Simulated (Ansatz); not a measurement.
Reaction (SMILES): ClB(Cl)Cl -> Cl[B]Cl + Cl atom (the B-Cl bond at the site shown breaks; other sites are not compared here)
Geometries: B3LYP-D3(BJ)/def2-TZVP minima from Ansatz (a first-principles code).
Geometry of the first species:
```
B
Cl 1 1.7452
Cl 1 1.7452 2 120.00
Cl 1 1.7452 2 120.00 3 -180.00
```
Charge 0, spin multiplicity 1.

Wanted: bond dissociation energy (electronic energy difference), in eV. Cores are frozen in the correlated levels unless marked. Open shells are spin-unrestricted. Spin-orbit coupling is left out. Non-relativistic. Basis-set limits of correlation are two-point, X^-3; Hartree-Fock from the larger set.

Level to compare with: CCSD(T)/CBS(cc-pV(T+d)Z,cc-pV(Q+d)Z) (Ansatz), 5.23 eV. It is a level with limits of its own, and the differences hold the functionals' basis error too.

### Question
Rank these functionals by how close they come to CCSD(T)/CBS(cc-pV(T+d)Z,cc-pV(Q+d)Z), closest first: BLYP/def2-TZVPD (Ansatz); r2SCAN/def2-TZVPD (Ansatz); wB97X-V/def2-TZVPD (Ansatz).

### Answer
wB97X-V/def2-TZVPD (range-separated hybrid with VV10, 5.22 eV, difference -0.01), r2SCAN/def2-TZVPD (meta-GGA, 5.06 eV, difference -0.17), BLYP/def2-TZVPD (GGA, 4.84 eV, difference -0.39)
